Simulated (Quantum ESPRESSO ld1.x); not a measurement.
The numbers below are computed, except where a source is named.
Q: The mean radii <r> (bohr) of the occupied orbitals of an atom or ion are listed with their occupations. Level of theory: scalar-relativistic Kohn-Sham, PBEsol, spin-unpolarised, spherical densities, point nucleus (ld1.x of Quantum ESPRESSO 7.5).

orbital  occ.      <r>
1s          2  0.05034
2s          2   0.2264
2p          6   0.1984
3s          2   0.6815
3p          6   0.7137
3d         10   0.9119
4s          2    2.642

Name the element and its charge.

A: Z = 30, zinc, charge 0: Zn in [Ar] 3d10 4s2. The 1s radius gives Z: for a bare nucleus <r> = (2 gamma + 1)/(2Z) with gamma = sqrt(1 - (Z/c)^2), 0.04919 bohr for Z = 30, and screening makes it slightly larger (0.05034 here). The occupations add up to 30, and the charge is Z minus that.
